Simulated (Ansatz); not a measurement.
Cost and result up the ladder for Ta(NH)(OSiH3)3 (TaSi3NO3H10) (18 atoms). The state is a singlet with charge 0. Geometry: PBE-D4/def2-SVP.

```xyz
18

Ta   -0.0284   -0.0926   -0.0385
N    -0.4389   -1.6686   -0.7702
H    -0.6735   -2.5691   -1.1875
O    -0.5853    1.3022   -1.2479
Si   -1.2466    1.9191   -2.6697
H    -1.8588    0.8104   -3.4835
H    -0.1602    2.5868   -3.4678
H    -2.3022    2.9311   -2.3177
O     1.8789   -0.0279    0.2358
Si    3.4552   -0.6212    0.1821
H     3.4724   -1.9961   -0.4281
H     4.0015   -0.6830    1.5812
H     4.2988    0.3092   -0.6437
O    -0.9591    0.0581    1.6434
Si   -1.9866   -0.4555    2.8763
H    -2.5197   -1.8286    2.5704
H    -3.1283    0.5150    2.9970
H    -1.2192   -0.4892    4.1684
```

Ansatz; hardware A = 2 threads of AMD EPYC 7R13 on a shared host and a share (18 GiB) of an NVIDIA H100 80GB HBM3; B = 2 threads of AMD EPYC 7R13 on a shared host. Times are rough, and most runs start from the orbitals of an earlier one. CAM-B3LYP-D4/def2-TZVP serves as the yardstick here, not as an exact answer. Differences are given only for rows in sets of like size (and for xTB, whose basis is part of the method), since another set adds its own error. Binding counts from free atoms at the same level (Ta quartet, N quartet, H doublet, O triplet, Si triplet; other spins of the atoms weren't run), without zero-point energy or a counterpoise term.

In the def2 sets Ta takes a core potential; there is no spin–orbit coupling. LC-ωPBE has ω = 0.4 bohr⁻¹. Correlated methods freeze 19 core orbitals; core or outer-core shells of Ta are correlated, in sets that lack core-valence functions. The rows differ in basis, and correlated rows in double-zeta sets carry the largest basis error.

Correlated methods converge slowly with the basis, most of all in double-zeta sets.

| level | functions | wall time |
| --- | --- | --- |
| CCSD(T)/def2-SVP [A] | 192 | 3.7 s |
| revPBE-D4/def2-TZVPD [A] | 419 | 3.9 s |
| PBE-D4/def2-SVP [B] | 192 | 4.5 s |
| MP2/def2-TZVP [A] | 335 | 4.6 s |
| PBE-D4/def2-TZVPD [A] | 419 | 4.6 s |
| PBE0-D4/def2-TZVPD [A] | 419 | 6.5 s |
| revPBE-D4/def2-TZVP [A] | 335 | 8 s |
| PBE0-D4/def2-SVP [B] | 192 | 8.5 s |
| PBE0-D4/def2-TZVP (with forces) [A] | 335 | 10 s |
| CAM-B3LYP-D4/def2-TZVP [A] | 335 | 10 s |
| PBE-D4/def2-TZVP [A] | 335 | 12 s |
| LC-ωPBE/def2-TZVP [A] | 335 | 13 s |
| r2SCAN-D4/def2-TZVP [A] | 335 | 13 s |

(1) Estimate what each level gives for the binding energy per atom (eV).

Results:

(1) 
| level | binding energy per atom (eV) | difference from CAM-B3LYP-D4/def2-TZVP (eV) | remarks |
| --- | --- | --- | --- |
| CCSD(T)/def2-SVP [A] | 3.69 | – | test for broken spin undecided |
| revPBE-D4/def2-TZVPD [A] | 3.86 | -0.08 | – |
| PBE-D4/def2-SVP [B] | 3.94 | – | – |
| MP2/def2-TZVP [A] | 3.89 | -0.05 | test for broken spin undecided |
| PBE-D4/def2-TZVPD [A] | 3.95 | 0.01 | – |
| PBE0-D4/def2-TZVPD [A] | 3.86 | -0.08 | – |
| revPBE-D4/def2-TZVP [A] | 3.86 | -0.08 | – |
| PBE0-D4/def2-SVP [B] | 3.83 | – | – |
| PBE0-D4/def2-TZVP (with forces) [A] | 3.86 | -0.08 | – |
| CAM-B3LYP-D4/def2-TZVP [A] | 3.94 | 0.00 | – |
| PBE-D4/def2-TZVP [A] | 3.95 | 0.01 | – |
| LC-ωPBE/def2-TZVP [A] | 3.88 | -0.06 | – |
| r2SCAN-D4/def2-TZVP [A] | 3.93 | -0.01 | – |
